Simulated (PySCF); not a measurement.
C$_{4}$H$_{6}$, charge -1, doublet, at a GFN2-xTB geometry (a state made from the parent by changing its charge; the spin is typed, not shown lowest) (in this run its highest filled SCF level lies above zero, so its values depend strongly on the basis, on diffuse functions most of all); HF/6-31G* (PySCF).

Here is a job for PySCF.
```python
from pyscf import gto, scf

mol = gto.Mole()
mol.atom = '''
    C     1.749645    0.228966   -0.673961
    C     0.668229   -0.167992    0.102037
    C    -0.668229    0.167992   -0.102037
    C    -1.749645   -0.228966    0.673961
    H     1.623455    0.863055   -1.540842
    H     2.761161   -0.078936   -0.444070
    H     0.887057   -0.808056    0.958700
    H    -0.887057    0.808056   -0.958700
    H    -2.761161    0.078936    0.444070
    H    -1.623455   -0.863055    1.540842
'''
mol.basis = '6-31g*'
mol.charge = -1
mol.spin = 1
mol.verbose = 4
mol.build()

mf = scf.UHF(mol)
mf.kernel()
mf.analyze()
```

Problem. What does PySCF print? Leave out banner, timings and long lists.

Solution. 
```
PySCF version 2.14.0

[INPUT] verbose = 4
[INPUT] num. atoms = 10
[INPUT] num. electrons = 31
[INPUT] charge = -1
[INPUT] spin (= nelec alpha-beta = 2S) = 1
[INPUT] symmetry False subgroup None
[INPUT] Mole.unit = angstrom
[INPUT] Symbol           X                Y                Z      unit          X                Y                Z       unit  Magmom
[...]
nuclear repulsion = 102.868511396066
number of shells = 36
number of NR pGTOs = 132
number of NR cGTOs = 68
basis = 6-31g*
ecp = {}

******** <class 'pyscf.scf.uhf.UHF'> ********
method = UHF
initial guess = minao
damping factor = 0
level_shift factor = 0
DIIS = <class 'pyscf.scf.diis.CDIIS'>
diis_start_cycle = 1
diis_space = 8
diis_damp = 0
SCF conv_tol = 1e-09
SCF conv_tol_grad = None
SCF max_cycles = 50
direct_scf = True
direct_scf_tol = 1e-13
number electrons alpha = 16  beta = 15
Set gradient conv threshold to 3.16228e-05
init E= -155.468702969013

cycle= 1 E= -154.77548468111  delta_E= 0.693  |g|= 0.27  |ddm|=    2
cycle= 2 E= -154.827812729764  delta_E= -0.0523  |g|= 0.09  |ddm|= 0.378
cycle= 3 E= -154.834246800998  delta_E= -0.00643  |g|= 0.0356  |ddm|= 0.145
cycle= 4 E= -154.835962274362  delta_E= -0.00172  |g|= 0.0154  |ddm|= 0.0625
cycle= 5 E= -154.836661597682  delta_E= -0.000699  |g|= 0.0105  |ddm|= 0.0441
cycle= 6 E= -154.837002316051  delta_E= -0.000341  |g|= 0.00468  |ddm|= 0.0375
cycle= 7 E= -154.83709908369  delta_E= -9.68e-05  |g|= 0.00158  |ddm|= 0.0261
cycle= 8 E= -154.83710514932  delta_E= -6.07e-06  |g|= 0.000361  |ddm|= 0.00618
cycle= 9 E= -154.837105445298  delta_E= -2.96e-07  |g|= 0.000137  |ddm|= 0.00137
cycle= 10 E= -154.837105486616  delta_E= -4.13e-08  |g|= 4.6e-05  |ddm|= 0.000541
cycle= 11 E= -154.837105491196  delta_E= -4.58e-09  |g|= 1.05e-05  |ddm|= 0.000204
cycle= 12 E= -154.837105491382  delta_E= -1.86e-10  |g|= 2e-06  |ddm|= 3.73e-05
Extra cycle  E= -154.837105491389  delta_E= -6.2e-12  |g|= 1.01e-06  |ddm|= 3.81e-06
converged SCF energy = -154.837105491389  <S^2> = 0.84856837  2S+1 = 2.0962523
**** SCF Summaries ****
Total Energy =                        -154.837105491388627
Nuclear Repulsion Energy =             102.868511396065529
One-electron Energy =                 -418.340438948863209
Two-electron Energy =                  160.634822061409068
Two-electron Coulomb Energy =          183.737872375896188
DFT Exchange-Correlation Energy =      -23.103050314487120
**** MO energy ****
                             alpha | beta                alpha | beta
[...]
To work with the spin densities directly, `use mulliken_meta_spin()` only printing them here.

 ** Mulliken spin pop alpha/beta on meta-lowdin orthogonal AOs **
 ** Mulliken Spin Density (per AO)  **
spin_pop of  0 C 1s       -0.00000
spin_pop of  0 C 2s        0.04273
spin_pop of  0 C 3s       -0.00050
spin_pop of  0 C 2px       0.02915
spin_pop of  0 C 2py       0.32673
spin_pop of  0 C 2pz       0.17628
spin_pop of  0 C 3px       0.00006
spin_pop of  0 C 3py       0.00633
spin_pop of  0 C 3pz       0.00315
spin_pop of  0 C 3dxy     -0.00020
spin_pop of  0 C 3dyz     -0.00065
spin_pop of  0 C 3dz^2    -0.00015
spin_pop of  0 C 3dxz     -0.00007
spin_pop of  0 C 3dx2-y2   -0.00025
spin_pop of  1 C 1s        0.00000
spin_pop of  1 C 2s       -0.00570
spin_pop of  1 C 3s       -0.00000
spin_pop of  1 C 2px      -0.01036
spin_pop of  1 C 2py      -0.00023
spin_pop of  1 C 2pz      -0.00378
spin_pop of  1 C 3px      -0.00002
spin_pop of  1 C 3py       0.00099
spin_pop of  1 C 3pz       0.00050
spin_pop of  1 C 3dxy      0.00061
spin_pop of  1 C 3dyz      0.00003
spin_pop of  1 C 3dz^2    -0.00000
spin_pop of  1 C 3dxz      0.00032
spin_pop of  1 C 3dx2-y2    0.00001
spin_pop of  2 C 1s        0.00000
spin_pop of  2 C 2s       -0.00570
spin_pop of  2 C 3s       -0.00000
spin_pop of  2 C 2px      -0.01036
spin_pop of  2 C 2py      -0.00023
spin_pop of  2 C 2pz      -0.00378
spin_pop of  2 C 3px      -0.00002
spin_pop of  2 C 3py       0.00099
spin_pop of  2 C 3pz       0.00050
spin_pop of  2 C 3dxy      0.00061
spin_pop of  2 C 3dyz      0.00003
spin_pop of  2 C 3dz^2    -0.00000
spin_pop of  2 C 3dxz      0.00032
spin_pop of  2 C 3dx2-y2    0.00001
spin_pop of  3 C 1s       -0.00000
spin_pop of  3 C 2s        0.04273
spin_pop of  3 C 3s       -0.00050
spin_pop of  3 C 2px       0.02915
spin_pop of  3 C 2py       0.32673
spin_pop of  3 C 2pz       0.17628
spin_pop of  3 C 3px       0.00006
spin_pop of  3 C 3py       0.00633
spin_pop of  3 C 3pz       0.00315
spin_pop of  3 C 3dxy     -0.00020
spin_pop of  3 C 3dyz     -0.00065
spin_pop of  3 C 3dz^2    -0.00015
spin_pop of  3 C 3dxz     -0.00007
spin_pop of  3 C 3dx2-y2   -0.00025
spin_pop of  4 H 1s       -0.03244
spin_pop of  4 H 2s        0.00027
spin_pop of  5 H 1s       -0.03367
spin_pop of  5 H 2s        0.00029
spin_pop of  6 H 1s        0.00059
spin_pop of  6 H 2s        0.00000
spin_pop of  7 H 1s        0.00059
spin_pop of  7 H 2s        0.00000
spin_pop of  8 H 1s       -0.03367
spin_pop of  8 H 2s        0.00029
spin_pop of  9 H 1s       -0.03244
spin_pop of  9 H 2s        0.00027
 ** Mulliken Spin Density (per atom)  **
spin density of  0 C =      0.58260
spin density of  1 C =     -0.01764
spin density of  2 C =     -0.01764
spin density of  3 C =      0.58260
spin density of  4 H =     -0.03217
spin density of  5 H =     -0.03338
spin density of  6 H =      0.00059
spin density of  7 H =      0.00059
spin density of  8 H =     -0.03338
spin density of  9 H =     -0.03217
 ** Mulliken pop alpha/beta on meta-lowdin orthogonal AOs **
 ** Mulliken pop       alpha | beta **
In total            16.00000 | 15.00000
 ** Mulliken atomic charges   ( Nelec_alpha | Nelec_beta ) **
charge of  0C =     -0.44631  (     3.51445      2.93185 )
charge of  1C =     -0.17027  (     3.07632      3.09396 )
charge of  2C =     -0.17027  (     3.07632      3.09396 )
charge of  3C =     -0.44631  (     3.51445      2.93185 )
charge of  4H =      0.04025  (     0.46379      0.49596 )
charge of  5H =      0.03759  (     0.46451      0.49790 )
charge of  6H =      0.03874  (     0.48092      0.48033 )
charge of  7H =      0.03874  (     0.48092      0.48033 )
charge of  8H =      0.03759  (     0.46451      0.49790 )
charge of  9H =      0.04025  (     0.46379      0.49596 )

WARN: System has nonzero charge -1; the dipole moment is origin-dependent.
Location of origin: [0. 0. 0.]

Dipole moment(X, Y, Z, Debye): -0.00000, -0.00000, -0.00000
```
